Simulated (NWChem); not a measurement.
System: CH$_{5}$GaO; SMILES C[O][GaH2]

Input file for NWChem:

```
start job
memory heap 200 mb stack 900 mb global 1100 mb
geometry units angstroms noautosym nocenter noautoz
  Ga    -0.111282    -0.685859    -0.025135
  H     -1.206357    -1.801490     0.063924
  H      1.452035    -0.795358    -0.194359
  O     -0.774623     0.984092     0.086800
  C      0.046560     2.135426     0.027965
  H      1.114785     1.897319    -0.092571
  H     -0.259954     2.766786    -0.816868
  H     -0.070755     2.722156     0.948998
end
basis spherical
  Ga library aug-cc-pvdz
  H library aug-cc-pvdz
  O library aug-cc-pvdz
  C library aug-cc-pvdz
end
dft
  xc bhlyp
  iterations 150
end
property
  response 1 0.0
end
task dft property
```

NWChem printed, in part:

```
             Northwest Computational Chemistry Package (NWChem) 7.3.0
             --------------------------------------------------------

                             Geometry "geometry" -> ""
                             -------------------------

 Output coordinates in angstroms (scale by  1.889725989 to convert to a.u.)

  No.       Tag          Charge          X              Y              Z
 ---- ---------------- ---------- -------------- -------------- --------------
    1 Ga                  31.0000    -0.11128200    -0.68585900    -0.02513500
    2 H                    1.0000    -1.20635700    -1.80149000     0.06392400
    3 H                    1.0000     1.45203500    -0.79535800    -0.19435900
    4 O                    8.0000    -0.77462300     0.98409200     0.08680000
    5 C                    6.0000     0.04656000     2.13542600     0.02796500
    6 H                    1.0000     1.11478500     1.89731900    -0.09257100
    7 H                    1.0000    -0.25995400     2.76678600    -0.81686800
    8 H                    1.0000    -0.07075500     2.72215600     0.94899800

 Effective nuclear repulsion energy (a.u.)     182.9227622639

                              NWChem Property Module
                              ----------------------

                                 NWChem DFT Module
                                 -----------------

 Summary of "ao basis" -> "ao basis" (spherical)
 ------------------------------------------------------------------------------
       Tag                 Description            Shells   Functions and Types
 ---------------- ------------------------------  ------  ---------------------
 Ga                       aug-cc-pvdz               14       36   6s5p3d
 H                        aug-cc-pvdz                5        9   3s2p
 O                        aug-cc-pvdz                9       23   4s3p2d
 C                        aug-cc-pvdz                9       23   4s3p2d

            General Information
            -------------------
          SCF calculation type: DFT
          Wavefunction type:  closed shell.
          No. of atoms     :     8
          No. of electrons :    50
           Alpha electrons :    25
            Beta electrons :    25
          Charge           :     0
          Spin multiplicity:     1
          Use of symmetry is: off; symmetry adaption is: off
          Maximum number of iterations: 150
          AO basis - number of functions:   127
                     number of shells:    57
          Convergence on energy requested:  1.00D-06
          Convergence on density requested:  1.00D-05
          Convergence on gradient requested:  5.00D-04

              XC Information
              --------------
                        BHLYP Method XC Functional
                     Hartree-Fock (Exact) Exchange  0.500
                        Slater Exchange Functional  0.500 local
                    Becke 1988 Exchange Functional  0.500 non-local
              Lee-Yang-Parr Correlation Functional  1.000

             Grid Information
             ----------------
          Grid used for XC integration:  medium
          Radial quadrature: Mura-Knowles
          Angular quadrature: Lebedev.
          Tag              B.-S. Rad. Rad. Pts. Rad. Cut. Ang. Pts.
          ---              ---------- --------- --------- ---------
          Ga                  1.30      112          16.0       590
          H                   0.35       45          17.0       434
          O                   0.60       49          12.0       434
          C                   0.70       49          15.0       434
          Grid pruning is: on
          Number of quadrature shells:   435
          Spatial weights used:  Erf1

      Superposition of Atomic Density Guess
      -------------------------------------

 Sum of atomic energies:       -2038.12478813

      Non-variational initial energy
      ------------------------------

 Total energy =   -2039.151154
 1-e energy   =   -3203.682047
 2-e energy   =     981.608131
 HOMO         =      -0.356488
 LUMO         =      -0.009854

   convergence    iter        energy       DeltaE   RMS-Dens  Diis-err
 ---------------- ----- ----------------- --------- --------- ---------
 d= 0,ls=0.0,diis     1  -2041.0068095014 -2.22D+03  1.21D-02  5.27D-01
 d= 0,ls=0.0,diis     2  -2040.9753426437  3.15D-02  4.42D-03  1.01D+00
 d= 0,ls=0.0,diis     3  -2041.0741167298 -9.88D-02  7.41D-04  7.62D-03
 d= 0,ls=0.0,diis     4  -2041.0748745875 -7.58D-04  1.57D-04  7.68D-04
 d= 0,ls=0.0,diis     5  -2041.0749671959 -9.26D-05  4.07D-05  4.03D-05
  Resetting Diis
 d= 0,ls=0.0,diis     6  -2041.0749727289 -5.53D-06  8.35D-06  5.37D-07
 d= 0,ls=0.0,diis     7  -2041.0749728247 -9.58D-08  1.84D-06  2.01D-08

         Total DFT energy =    -2041.074972824723
      One electron energy =    -3205.977433939859
           Coulomb energy =     1072.842491533311
    Exchange-Corr. energy =      -90.862792682106
 Nuclear repulsion energy =      182.922762263932

 Numeric. integr. density =       49.999994504470

                       DFT Final Molecular Orbital Analysis
                       ------------------------------------

 Vector   23  Occ=2.000000D+00  E=-3.721454D-01
              MO Center= -2.6D-01, -7.3D-01, -1.0D-02, r^2= 3.7D+00
   Bfn.  Coefficient  Atom+Function         Bfn.  Coefficient  Atom+Function
  ----- ------------  ---------------      ----- ------------  ---------------
    37      0.333366  2 H  s                 13     -0.263729  1 Ga px
    46     -0.238432  3 H  s                 14     -0.191798  1 Ga py
    16     -0.163561  1 Ga px                 5      0.148338  1 Ga s
    60      0.138856  4 O  py               101      0.132457  6 H  s
    47     -0.126116  3 H  s                 83     -0.118621  5 C  py

 Vector   24  Occ=2.000000D+00  E=-3.489966D-01
              MO Center= -1.1D-01,  7.6D-01,  1.0D-02, r^2= 2.9D+00
   Bfn.  Coefficient  Atom+Function         Bfn.  Coefficient  Atom+Function
  ----- ------------  ---------------      ----- ------------  ---------------
    59      0.437533  4 O  px                62      0.311557  4 O  px
   102     -0.231864  6 H  s                 46     -0.214984  3 H  s
   101     -0.201382  6 H  s                 60     -0.192967  4 O  py
    82     -0.168873  5 C  px                13     -0.162761  1 Ga px
     5     -0.153551  1 Ga s                 63     -0.148983  4 O  py

 Vector   25  Occ=2.000000D+00  E=-3.395496D-01
              MO Center= -5.4D-01,  1.3D+00,  7.1D-02, r^2= 1.7D+00
   Bfn.  Coefficient  Atom+Function         Bfn.  Coefficient  Atom+Function
  ----- ------------  ---------------      ----- ------------  ---------------
    61      0.527896  4 O  pz                64      0.386727  4 O  pz
   111      0.227955  7 H  s                120     -0.227968  8 H  s
    84     -0.211031  5 C  pz               110      0.208242  7 H  s
   119     -0.208390  8 H  s                 67      0.118603  4 O  pz
    15      0.107893  1 Ga pz                23     -0.058067  1 Ga d -1

 Vector   26  Occ=0.000000D+00  E=-2.579376D-02
              MO Center=  2.3D-02, -8.6D-01, -4.4D-02, r^2= 6.8D+00
   Bfn.  Coefficient  Atom+Function         Bfn.  Coefficient  Atom+Function
  ----- ------------  ---------------      ----- ------------  ---------------
    18      0.569539  1 Ga pz                15      0.340834  1 Ga pz
    21      0.323909  1 Ga pz                61     -0.160854  4 O  pz
    67     -0.143996  4 O  pz                64     -0.136190  4 O  pz
   112      0.126766  7 H  s                121     -0.126576  8 H  s
    90      0.103587  5 C  pz                16      0.060618  1 Ga px

 Vector   27  Occ=0.000000D+00  E= 1.371730D-02
              MO Center=  1.1D+00,  2.0D+00, -8.6D-02, r^2= 1.7D+01
   Bfn.  Coefficient  Atom+Function         Bfn.  Coefficient  Atom+Function
  ----- ------------  ---------------      ----- ------------  ---------------
    81      3.080827  5 C  s                  6     -1.250488  1 Ga s
   112     -0.831164  7 H  s                121     -0.831579  8 H  s
   103     -0.694932  6 H  s                 17     -0.582967  1 Ga py
    66     -0.565435  4 O  py                80      0.557513  5 C  s
    48      0.472030  3 H  s                111     -0.350374  7 H  s

 Vector   28  Occ=0.000000D+00  E= 1.513630D-02
              MO Center=  2.7D-01, -2.7D+00, -1.1D-01, r^2= 2.0D+01
   Bfn.  Coefficient  Atom+Function         Bfn.  Coefficient  Atom+Function
  ----- ------------  ---------------      ----- ------------  ---------------
    20      1.381746  1 Ga py                 6     -0.855688  1 Ga s
   103     -0.840947  6 H  s                 39      0.753881  2 H  s
    81      0.462590  5 C  s                 48      0.389157  3 H  s
     5      0.297556  1 Ga s                 88      0.280098  5 C  px
    17      0.229359  1 Ga py                58     -0.171527  4 O  s

     Multipole analysis of the density
     ---------------------------------

     L   x y z        total         alpha         beta         nuclear
     -   - - -        -----         -----         ----         -------
     0   0 0 0     -0.000000    -25.000000    -25.000000     50.000000

[...]

 DFT Linear Response polarizability / au
 Frequency  =       0.0000000 / au
              X              Y              Z
 -----------------------------------------------
 X      46.2685156      2.1401282     -0.9325666
 Y       2.1401268     55.9385495      0.2408162
 Z      -0.9325666      0.2408160     37.1200732
 -----------------------------------------------
 Eigenvalues =      45.9212379     56.3911164     37.0147840
 Isotropic   =      46.4423794
 Anisotropic =      16.7985942
 -----------------------------------------------

 Magnetic Dipole Response Matrix (nonzero elements):

 Exiting AOResponse driver routine
```

Level: BHandHLYP/aug-cc-pVDZ. Geometry: optimised at B3LYP/6-31G* (spherical d).
